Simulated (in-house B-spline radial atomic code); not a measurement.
Results of a calculation; reference values are marked as such.
Correlation energy from the adiabatic connection: ω²r²/2 − Z/r, ω = 0.498, Z = 3

Two electrons in a singlet, external potential ω²r²/2 − Z/r, ω = 0.498, Z = 3 (atomic units). Full CI in B-splines (partial waves to l = 8, correlation up to 0.6 % small) with the density held fixed gives W(λ) = <V_ee>_λ − U, and E_c is the integral of W(λ) − W(0) from 0 to 1.

```
   λ  W(λ) − W(0) (hartree)
   0                0.00000
0.02               -0.00188
0.05               -0.00468
0.12               -0.01112
0.25               -0.02277
 0.4               -0.03572
 0.6               -0.05222
 0.8               -0.06790
   1               -0.08282
```

(1) Integrate the table by the trapezoid rule.

(2) Now use only three numbers: W(0) = -1.6831, the initial slope W'(0) = -0.0942 (extrapolated from the first points) and the strong-coupling limit of the point-charge-plus-continuum model, W∞ = -2.3907. What do second-order theory and the interpolation W(λ) = W∞ + (W(0) − W∞)/√(1 + 2χλ) of Seidl, Perdew and Levy give?

## Answers

(1) The strips give -0.00002, -0.00010, -0.00055, -0.00220, -0.00439, -0.00879, -0.01201, -0.01507, which sum to -0.04314 hartree. The direct value, W(1) − W(0) + T_c with T_c = 0.03964, is -0.04319; the curve is convex, so chords lie above it and the trapezoids fall short in size by 0.12 %.

(2) Second order keeps the slope alone: E_c = W'(0)/2 = -0.04710, +9 % in size against -0.04319. Matching the slope fixes χ = W'(0)/(W∞ − W(0)) = -0.0942/(-0.70760) = 0.13313. Integrating, with s = √(1 + 2χ) = 1.125279, E_c = −(W(0) − W∞)(s − 1)/(s + 1) = −0.70760 × 0.125279/2.125279 = -0.04171 hartree, -3.4 % in size against the full result. At λ = 1 the formula gives W − W(0) = -0.07878 against -0.08282. Part of the miss can come from the model's W∞.
